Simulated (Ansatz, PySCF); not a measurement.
Gas-phase reaction 2 R1 + R2 → 2 P1 + P2, each structure at its B3LYP-D3(BJ)/def2-TZVP stationary point, reached from a drawn start (curvature not checked).
P1: H2 (SMILES [H][H]), charge 0, multiplicity 1.
R1: HF (SMILES F), charge 0, multiplicity 1.
R2: SiH4 (SMILES [SiH4]), charge 0, multiplicity 1.
P2: F2H2Si (SMILES F[SiH2]F), charge 0, multiplicity 1.

P less R. No zero-point or thermal terms.

Correlated levels freeze the cores.

Codes used: Ansatz (a quantum-chemistry and plane-wave program) with Gaussian orbitals; PySCF for the D3/D4 terms. All values are computed, each at the level named.

```csv
level,reaction energy (kcal/mol)
HF/cc-pV(D+d)Z,-46.13
BLYP-D4/def2-TZVPP,-58.17
B97M-V/def2-TZVPP,-58.90
BHLYP/def2-TZVPP,-57.91
BHLYP-D3(BJ)/def2-TZVPP,-58.13
MP2/cc-pV(D+d)Z,-50.23
MP2/cc-pV(T+d)Z,…
SCS-MP2/cc-pV(Q+d)Z,…
CCSD(T)/cc-pV(Q+d)Z,…
```

Problem. What belongs in the gaps?

Solution. 
- MP2/cc-pV(T+d)Z, reaction energy (kcal/mol): -60.10
- SCS-MP2/cc-pV(Q+d)Z, reaction energy (kcal/mol): -60.58
- CCSD(T)/cc-pV(Q+d)Z, reaction energy (kcal/mol): -58.44
